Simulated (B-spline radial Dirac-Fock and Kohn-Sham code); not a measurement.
# Scattering functions of Pt¹³⁺

System: platinum as Pt¹³⁺, [Kr] 4d10 4f14 5s2 5p3.

The computed values come from an atomic code on a B-spline grid: Dirac-Fock densities. f₀ is the Fourier transform of the spherical electron density, S the Waller-Hartree incoherent function, and s = sin θ/λ. The electron scattering factor follows from the Mott-Bethe formula f_e = 0.023934 Å⁻¹·(Z − f₀)/s².

| s (Å⁻¹) | f₀ | S | f_e (Å) |
| --- | --- | --- | --- |
| 0 | 65.000 | 0.000 | – |
| 0.05 | 64.742 | 0.243 | 126.926 |
| 0.1 | 63.982 | 0.947 | 33.552 |
| 0.15 | 62.756 | 2.040 | 16.215 |
| 0.2 | 61.125 | 3.421 | 10.097 |
| 0.25 | 59.160 | 4.985 | 7.215 |
| 0.3 | 56.942 | 6.637 | 5.600 |
| 0.35 | 54.552 | 8.305 | 4.581 |
| 0.4 | 52.064 | 9.945 | 3.880 |
| 0.45 | 49.546 | 11.532 | 3.363 |
| 0.5 | 47.049 | 13.057 | 2.963 |
| 0.6 | 42.272 | 15.924 | 2.375 |
| 0.7 | 37.927 | 18.579 | 1.957 |
| 0.8 | 34.074 | 21.052 | 1.643 |
| 0.9 | 30.705 | 23.365 | 1.397 |
| 1 | 27.788 | 25.533 | 1.202 |
| 1.1 | 25.282 | 27.566 | 1.043 |
| 1.2 | 23.150 | 29.479 | 0.912 |
| 1.4 | 19.847 | 33.011 | 0.710 |
| 1.6 | 17.540 | 36.223 | 0.565 |
| 1.8 | 15.884 | 39.121 | 0.459 |
| 2 | 14.596 | 41.673 | 0.379 |
| 2.5 | 11.935 | 46.572 | 0.253 |
| 3 | 9.562 | 49.920 | 0.182 |
| 3.5 | 7.652 | 52.386 | 0.137 |
| 4 | 6.328 | 54.322 | 0.107 |
| 5 | 4.935 | 57.169 | 0.070 |
| 6 | 4.179 | 59.123 | 0.049 |

f₀ starts at the number of electrons, 65, and has fallen to half at s ≈ 0.85 Å⁻¹. The sum of ⟨r²⟩ over the electrons is 14.06 bohr². For an ion f_e diverges as s goes to zero, because of the net charge.
